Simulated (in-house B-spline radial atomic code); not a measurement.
**Functionals against successive ionisation energies: Sn to Sn⁴⁺**

Ionisation energies as differences of self-consistent total energies from an all-electron radial atomic-structure program (B-spline basis): all electrons, radial basis limit, scalar-relativistic (one-electron X2C), spin-polarised at highest spin, spherical densities; exact exchange is averaged over the determinants of each configuration. No spin-orbit coupling, Breit or QED terms. NIST's values run from ground level to ground level, so in open shells the differences also hold multiplet and fine-structure energies that spherical high-spin averages miss. For p electrons of heavy elements the spin-orbit part alone reaches an electronvolt or more. Columns give computed minus NIST, in eV; a star marks a semi-empirical value. Species are left out where the tabulated value is theory, is uncertain by more than 0.12 eV, or (13 ions, such as In⁴⁺, Te⁴⁺ and Bi⁴⁺) lies off its series for all methods alike, which flatters the means a little.

```tsv
species	shell	NIST (eV)	LDA VWN5	BP86	TPSS	r2SCAN	B3LYP	OLYP
Sn	5p	7.34	+0.10	+0.09	-0.02	+0.17	-0.05	-0.26
Sn⁺	5p	14.63	-0.20	-0.30	-0.58	-0.51	-0.32	-0.75
Sn²⁺	5s	30.51	+0.65	+0.32	-0.16	-0.21	+0.24	-0.17
Sn³⁺	5s	40.74 ± 0.04	+1.08	+0.69	+0.21	+0.20	+0.70	+0.35
Sn⁴⁺	4d	77.03 ± 0.04	0.00	-0.17	-0.27	+0.25	-0.19	+0.08
```

(1) How do the methods rank, and which species is hardest?

Results:

(1) Mean absolute (signed) differences: TPSS 0.25 (-0.16) eV; r2SCAN 0.27 (-0.02) eV; B3LYP 0.30 (+0.08) eV; BP86 0.31 (+0.13) eV; OLYP 0.32 (-0.15) eV; LDA VWN5 0.41 (+0.32) eV. For Sn⁺, which loses a 5p electron, the nearest method is off by -0.20 eV, the largest such miss. The first two are tied within the accuracy of the references.
